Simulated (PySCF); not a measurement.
Calculated properties of `C[SiH2]C#CC#CC=O`

C6H6OSi.
Bonds: C1–Si2, Si2–C3, C3–C4 (triple), C4–C5, C5–C6 (triple), C6–C7, C7–O8 (double). Hydrogens: H9, H10, H11 on C1; H12, H13 on Si2; H14 on C7.

Some functional groups and rings: aldehyde, alkyne, Si–H bond and C–Si bond.

GFN2-xTB geometry:

```
Point group of the GFN2-xTB geometry                  : C1
Rotational constants A, B, C of the GFN2-xTB geometry : 8.460, 0.428, 0.412 GHz
```

From CAM-B3LYP/def2-SVPD ground state and vertical TDDFT (core frozen in the response) (PySCF):

```
Dipole moment                                                     : 3.96 D
HOMO energy                                                       : -9.09 eV
LUMO energy                                                       : -1.71 eV
HOMO–LUMO gap                                                     : 7.38 eV
Lowest singlet excitation                                         : 3.60 eV (344 nm, f = 0.000)
Strongest line among the 8 lowest singlet transitions             : S6 at 6.32 eV (196 nm, f = 1.149)
Lowest triplet excitation (Tamm–Dancoff)                          : 3.08 eV
Static isotropic polarisability                                   : 116.6 au
Electronic spatial extent ⟨r²⟩ about the centre of nuclear charge : 2521 bohr²
```

PBE0/pcSseg-1 ground state and GIAO shieldings, non-relativistic (PySCF):

```
Lowest Hirshfeld atomic charge                              : -0.21 e on O8
Highest Hirshfeld atomic charge                             : +0.38 e on Si2
13C chemical shifts (computed TMS as zero) by class         : 181.0 (C7), 105.6 (C3), 97.0 (C4), 89.3 (C5), 75.3 (C6), -5.1 (C1) ppm
1H chemical shifts (computed TMS as zero) by class          : 9.57 (H14), 4.57 (H12/H13), 0.42 (H9/H10/H11) ppm
Isotropic shieldings of nuclei other than C and H, by class : -433 (O8), 416 (Si2) ppm
Mayer bond orders between heavy atoms                       : C1–Si2 0.97, Si2–C3 0.94, C3–C4 2.14, C4–C5 0.94, C5–C6 1.88, C6–C7 1.14, C7–O8 1.96
```

Monoisotopic mass (most abundant isotopes): 122.0188 u.

The rotational constants make it an asymmetric top with κ = (2B − A − C)/(A − C) = -1.00, nearer the prolate limit (−1). With B = h/(8π²I), that is 505.379 GHz u Å² over I, the principal moments of inertia are 59.7, 1180.6 and 1227.8 u Å² (most abundant isotopes); the inertial defect Ic − Ia − Ib is -12.5 u Å² (zero for a rigid planar frame, negative otherwise). The 8 singlets span 3.60 to 6.92 eV, and their oscillator strengths add up to 2.00. The largest Löwdin shares of the HOMO are 0.26 on C3, 0.21 on C6, 0.21 on C4 and 0.18 on C5. The polarisability is 17.28 Å³ as a volume (1 au = 0.148185 Å³), or 1.82 au for each of the 64 electrons.

Isolated species at its GFN2-xTB geometry, gas phase. NMR classes are plain means over equivalent atoms (diastereotopic ones count apart unless rotation or inversion swaps them), as if these changed places fast; in this geometry the members of some classes differ.

For the TDDFT job (CAM-B3LYP/def2-SVPD), on one thread of an Arm Neoverse V1, shared host with 32 logical CPUs at a one-minute load of 29, this took 61 s wall (grids of density and orbitals included) and 0.97 GiB of memory at its peak.
